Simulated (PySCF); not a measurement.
## ³³S chemical shifts

One computed conformer, non-relativistic, in vacuum, rapidly exchanging positions averaged. Geometry from GFN2-xTB; shieldings: GIAO PBE0/pcSseg-1; PySCF 2.14.

Shieldings were converted by a linear fit to measured shifts: ³³S (scatter 33.3 ppm rms vs sulfate, solution or neat liquid). Occasional misses reach two or three times the rms, and more in compound classes unlike the fitted ones.

Q: Give the ³³S shifts of `[H]/N=C/c1ccc(S)s1`, `C=C(SC)C(=O)C(F)(F)F`, `COCc1ncsn1`, `COc1snnc1C`.

A: 
| compound | environment | δ (ppm) |
| --- | --- | --- |
| [H]/[N:1]=[CH:2]/[c:3]1[cH:4][cH:5][c:6]([SH:7])[s:8]1 | S8: aromatic ring sulfur | -80 |
| [H]/[N:1]=[CH:2]/[c:3]1[cH:4][cH:5][c:6]([SH:7])[s:8]1 | S7: thiol sulfur | -326 |
| C=C(SC)C(=O)C(F)(F)F | sulfide sulfur | -285 |
| COCc1ncsn1 | aromatic ring sulfur | 104 |
| COc1snnc1C | aromatic ring sulfur | 113 |

Q: Match the shifts 741, 181, -321, -366, -505, -654 ppm to `CSc1nnc(C)o1`, `CC(C)C[PH2]=S`, `CC[Si]1(P)CSC1`, `CS[Si@H](P)C1CC1`, `C=C(CC=S)OC(F)(F)F`, `COCc1cnsn1`.

A: 741: C=C(CC=S)OC(F)(F)F (thione sulfur); 181: COCc1cnsn1 (aromatic ring sulfur); -321: CSc1nnc(C)o1 (sulfide sulfur); -366: CC[Si]1(P)CSC1 (sulfide sulfur); -505: CS[Si@H](P)C1CC1 (sulfur bonded to C, Si); -654: CC(C)C[PH2]=S (sulfur bonded to P).
